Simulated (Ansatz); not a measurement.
Input file for Ansatz (a program for electronic structure): R-wB97M-V/def2-TZVPPD on CH7GeI (a complex). Elements past Kr take the def2 small-core potentials; no spin–orbit coupling. Files ending in .json are basis or fitting sets from the Basis Set Exchange.

Ansatz 0.2 input:
```yaml
crystal:
  periodic: [false, false, false]
  atoms:
    - {symbol: Ge, position_ang: [-0.96600186, 1.13646228, 0.75836400]}
    - {symbol: I, position_ang: [0.21707571, -0.99698389, 0.05100314]}
    - {symbol: H, position_ang: [0.06753316, 2.02844844, 1.45395229]}
    - {symbol: H, position_ang: [-1.50920238, 1.79794611, -0.51394375]}
    - {symbol: H, position_ang: [-2.09978816, 0.74160661, 1.71023897]}
    - {symbol: C, position_ang: [0.09232633, -0.02975535, 4.28168873]}
    - {symbol: H, position_ang: [0.47234201, -0.61881575, 3.44840563]}
    - {symbol: H, position_ang: [0.47132868, -0.43786234, 5.21756055]}
    - {symbol: H, position_ang: [0.42161516, 1.00351590, 4.17883260]}
    - {symbol: H, position_ang: [-0.99641112, -0.06640475, 4.28581169]}
basis:
  gaussian:
    orbitals: def2-TZVPPD.json
hamiltonian:
  xc: {name: wB97M-V}
scf: {lower_state_search: off}
```

The head of its log:

```
WARN ansatz: RAYON_NUM_THREADS=1 ignored (pool sized by the plan → 1); use --threads N
Functional definition: wB97M-V
these checks for a lower state are left out or cut short: stability, starts, cluster_reference, orbital_swaps, neighbouring_geometries, increment
integrals: 0.31 GiB planned
1444 factors; their error is unknown
integrals: 0.34 GiB planned
416 factors; integrals over basis functions are off by at most 3.8e-5 eV
mean field: 1.86 GiB planned
mean field evaluation 1: about -65763.7482 eV, gradient 3.8e1 eV
mean field evaluation 2: about -65765.1370 eV, gradient 3.0e1 eV
```

Give the final energy of this run.

-2416.8916 hartree.
